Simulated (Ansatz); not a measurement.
`COCCOS(=O)(=O)CC(F)(F)C(F)F`. Total charge 0; triplet. Geometry PBE-D4/def2-SVP, that of the neutral singlet; atoms count from 1.

Cartesian coordinates in Å:
```
C 2.132 -0.073 1.387
O 1.087 -1.031 1.489
C 1.308 -2.241 0.788
C 1.179 -2.131 -0.727
O -0.162 -1.792 -1.131
S -0.502 -0.190 -1.478
O -1.494 -0.235 -2.553
O 0.769 0.549 -1.599
C -1.329 0.256 0.081
C -1.446 1.745 0.369
F -0.213 2.303 0.538
F -2.121 1.870 1.560
C -2.216 2.599 -0.659
F -3.422 2.017 -0.895
F -1.518 2.669 -1.818
H 2.228 0.344 0.361
H 3.108 -0.510 1.705
H 1.873 0.757 2.072
H 2.319 -2.660 1.023
H 0.550 -2.957 1.168
H 1.392 -3.117 -1.190
H 1.892 -1.394 -1.152
H -2.332 -0.205 0.033
H -0.710 -0.199 0.883
H -2.371 3.626 -0.253
```

At PBE0-D4/def2-SVP a singlet of charge 0 lies 7.03 eV below the triplet at the same geometry.

(1) Estimate the Mulliken populations from the PBE0/def2-SVP orbitals of Ansatz.

(2) Where does the spin sit?

(3) And the Mayer bond orders between heavy atoms (over 0.3)?

## Answers

(1) 
| atom | charge (e) | spin (α − β) |
| --- | --- | --- |
| C1 | 0.07 | -0.01 |
| O2 | -0.38 | 0.11 |
| C3 | 0.12 | 0.05 |
| C4 | 0.06 | 0.12 |
| O5 | -0.28 | 0.58 |
| S6 | 0.70 | 0.48 |
| O7 | -0.38 | 0.34 |
| O8 | -0.47 | 0.12 |
| C9 | -0.13 | 0.05 |
| C10 | 0.28 | 0.06 |
| F11 | -0.21 | 0.00 |
| F12 | -0.23 | 0.01 |
| C13 | 0.46 | 0.00 |
| F14 | -0.22 | 0.00 |
| F15 | -0.20 | 0.00 |
| H16 | 0.09 | 0.01 |
| H17 | 0.04 | 0.01 |
| H18 | 0.08 | 0.00 |
| H19 | 0.08 | 0.04 |
| H20 | 0.08 | 0.00 |
| H21 | 0.08 | 0.02 |
| H22 | 0.09 | 0.01 |
| H23 | 0.10 | 0.00 |
| H24 | 0.11 | 0.01 |
| H25 | 0.05 | 0.00 |
Mulliken values depend strongly on the basis.

(2) Summed by element: C 0.27, O 1.14, S 0.48, F 0.02, H 0.09, of 2 unpaired in all. Largest on single atoms: O5 0.58, S6 0.48, O7 0.34.

(3) C1–O2 0.92 (1.42 Å); O2–C3 1.00 (1.42 Å); C3–C4 0.98 (1.52 Å); C4–O5 0.95 (1.44 Å); O5–S6 0.39 (1.67 Å); S6–O7 1.49 (1.46 Å); S6–O8 1.58 (1.48 Å); S6–C9 0.86 (1.82 Å); C9–C10 1.01 (1.52 Å); C10–F11 1.04 (1.36 Å); C10–F12 1.00 (1.37 Å); C10–C13 0.93 (1.54 Å); C13–F14 1.05 (1.36 Å); C13–F15 1.07 (1.35 Å).
